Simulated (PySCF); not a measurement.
Se(OMe)(SeH) (CH₄OSe₂), SMILES O(C)[Se][SeH]. Heavy atoms are numbered as in [Se:1]([O:2][CH3:3])[SeH:7]. Hydrogens are named by the atom that carries them.

The structure is a stationary point at PBE0-D3(BJ)/def2-SVP. The structure was generated by enumeration, and PubChem lists no compound with its InChIKey, so it may never have been made. Other conformers were not sampled.

Level of theory: PBE0/pcSseg-1 in PySCF.

GIAO shieldings, no solvent; atoms alike by connectivity are averaged. δ = σ(ref) − σ: ⁷⁷Se against Me2Se (σ = 1740.1 ppm); ¹⁷O against H2O (σ = 334.2 ppm); ¹³C against TMS (σ = 186.3 ppm); ¹H against TMS (σ = 31.56 ppm), references at their B3LYP-D3(BJ)/def2-TZVP geometries, non-relativistic.

| nucleus | atoms | count | δ (ppm) |
|---|---|---|---|
| ⁷⁷Se | Se1 | 1 | 1457.6 |
| ⁷⁷Se | Se7 (SeH) | 1 | 149.2 |
| ¹⁷O | O2 | 1 | 28.0 |
| ¹³C | C3 (CH3) | 1 | 63.0 |
| ¹H | H on Se7 | 1 | 4.85 |
| ¹H | H on C3 | 3 | 3.79 |
